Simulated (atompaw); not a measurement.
**Before and after: PAW (atompaw) potential for germanium**

```json
{"Element": "germanium (Ge)", "Generator": "atompaw 4.2.0.5", "Type": "PAW", "Functional": "PBE", "Relativity": "scalar-relativistic", "Frozen core": "[Ar]", "Valence charge": "14", "Reference configuration": "3d10 4s1.75 4p2.25", "Partial waves": "4s (bound); 4s channel at 1.3 Ry; 4p (bound); 4p channel at 0.6 Ry; 3d (bound); 3d channel at 1.7 Ry", "Local potential": "vpsmatchnc scheme with l = 3 at 1 Ry, radius 1.80 bohr", "Core correction": "smooth core density matched at 2.35 bohr", "Augmentation charge": "besselshape compensation charge, radius 2.25 bohr; PAW radius 2.40 bohr; waves and projectors: bloechl"}
```

All-electron outer shells of the reference configuration (PBE, scalar-relativistic, ld1.x):

```json
{"shell": "3s", "level (eV)": "-168.95", "outermost node (bohr)": "0.26", "outermost maximum (bohr)": "0.54"}
{"shell": "3p", "level (eV)": "-116.08", "outermost node (bohr)": "0.23", "outermost maximum (bohr)": "0.54"}
{"shell": "3d", "level (eV)": "-29.76", "outermost node (bohr)": "–", "outermost maximum (bohr)": "0.50"}
{"shell": "4s", "level (eV)": "-11.98", "outermost node (bohr)": "0.77", "outermost maximum (bohr)": "1.73"}
{"shell": "4p", "level (eV)": "-4.07", "outermost node (bohr)": "0.82", "outermost maximum (bohr)": "2.19"}
```

Change: local potential troulliermartins scheme with l = 3 at 1 Ry, radius 1.80 bohr.

Cutoffs: the cutoffs (Ry, on a coarse ladder) from which the occupation-weighted sum of valence levels, in a spherical-Bessel basis at the reference potential, stays within 10 and 1 mRy of its value at 400 Ry; they do not see the model core or the augmentation charge, which bear on the density cutoff.

Task: What does the change do?

Result: The potential gets softer (80 Ry and 100 Ry → 50 Ry and 60 Ry); the bound ghost in s disappears; the range in which the p phases agree widens (upper end 0.1 → 3.7). A state that the projectors do not describe sees the local part alone, so a deeper or shallower local part can create or remove a ghost.

| quantity | base | changed |
| --- | --- | --- |
| cutoff, loose | 80 Ry | 50 Ry |
| cutoff, tight | 100 Ry | 60 Ry |
| loose cutoff by channel (10 mRy a level) | s 55 Ry, p 6 Ry, d 55 Ry | s 18 Ry, p 6 Ry, d 40 Ry |
| bound ghosts | s | none |
| s: phases at 2.41 bohr within 0.05 rad from the reference energy up to (Ry; the scan ends near 5) | 3.6 | 2.9 |
| p: phases at 2.41 bohr within 0.05 rad from the reference energy up to (Ry; the scan ends near 5) | 0.1 | 3.7 |
| d: phases at 2.41 bohr within 0.05 rad from the reference energy up to (Ry; the scan ends near 5) | to the end of the scan | to the end of the scan |
| lowest overlap eigenvalue by channel | s 0.05, p 0.01, d 1.00 | s 0.26, p 0.01, d 1.00 |

 A true bound ghost makes a file unfit for plane-wave use even where its test errors are small: the radial tests pick states by their node count and pass the ghost by. The cutoffs see the waves, projectors and local potential, not the compensation charge or the core.
